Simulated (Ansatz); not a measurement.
Consider the redistribution: `[F][Al]([SiH3])[SH]` + `BCOC` → `BC[O][Al]([F])[SH]` + `C[SiH3]`.

Isolated molecules relaxed with PBE0-D4/def2-TZVP in Ansatz; ΔE leaves out vibrations. CBS: MP2 limit from def2 TZ/QZ plus the TZ coupled-cluster correction, frozen cores. This one scheme is used for every species. Functionals use def2-TZVPP. One conformer a species, not always the lowest.

`[F][Al]([SiH3])[SH]`:

Z-matrix (Å, degrees):
```
Si
Al 1 2.437
H 1 1.489 2 110.5
H 1 1.489 2 110.5 3 119.7
H 1 1.488 2 110.5 3 -120.2
S 2 2.177 1 123.2 3 120.9
F 2 1.652 1 120.2 3 -59.1
H 6 1.346 2 92.5 1 179.9
```

`BCOC`:

Z-matrix (Å, degrees):
```
C
O 1 1.402
B 1 1.546 2 115.0
H 1 1.110 2 111.1 3 122.7
H 1 1.109 2 111.1 3 -122.8
C 2 1.400 1 112.7 3 -180.0
H 3 1.194 1 122.2 2 0.0
H 3 1.197 1 117.6 2 -180.0
H 6 1.090 2 107.7 1 -180.0
H 6 1.100 2 111.5 1 -60.5
H 6 1.100 2 111.5 1 60.5
```

`BC[O][Al]([F])[SH]`:

```xyz
11

B    -1.302    0.412   -1.375
C    -1.127    0.549    0.156
O     0.133    0.267    0.716
Al    1.275   -0.936    0.494
F     0.922   -2.311   -0.336
S     3.244   -0.738    1.360
H    -0.395    0.079   -2.084
H    -2.370    0.661   -1.852
H    -1.402    1.588    0.413
H    -1.916   -0.044    0.651
H     2.938    0.474    1.857
```

`C[SiH3]`:

Cartesian coordinates in Å:
```
C -0.703 -0.512 -0.467
Si 0.629 0.458 0.418
H -0.268 -1.329 -1.047
H -1.260 0.131 -1.152
H -1.410 -0.941 0.246
H 1.388 -0.421 1.349
H 0.034 1.569 1.209
H 1.589 1.043 -0.556
```

```json
{"level": "PBE-D4", "ΔE (kJ/mol)": "-176.7"}
{"level": "r2SCAN-D4", "ΔE (kJ/mol)": "-199.0"}
{"level": "ωB97M-V", "ΔE (kJ/mol)": "-204.2"}
{"level": "r2SCAN", "ΔE (kJ/mol)": "-198.5"}
{"level": "MP2/def2-TZVPP", "ΔE (kJ/mol)": "-213.3"}
{"level": "SCS-MP2/def2-TZVPP", "ΔE (kJ/mol)": "-208.9"}
{"level": "SCS-MP2/def2-QZVPP", "ΔE (kJ/mol)": "-211.2"}
{"level": "CCSD/CBS(def2)", "ΔE (kJ/mol)": "-203.3"}
```

Problem. What does CCSD(T)/CBS give? (An estimate is asked.)

Solution. Ansatz gave: -201.5 kJ/mol. The listed levels differ from it by 24.8, 2.5, -2.7, 3.0, -11.8, -7.4, -9.7, -1.8 kJ/mol.

Largest T1 diagnostic among the species: 0.013.

From PBE to PBE0 (25 % exact exchange), in def2-TZVPP and without D4, ΔE moves by −7.9 kJ/mol. The D4 term adds −3.5 kJ/mol with B3LYP and −1.8 kJ/mol with PBE0; it sums over pairs of atoms, weighted by their polarisabilities, and B3LYP, whose exchange is more repulsive, gets the larger term.

B3LYP here is the variant with VWN-RPA as its local correlation; programs differ in this.
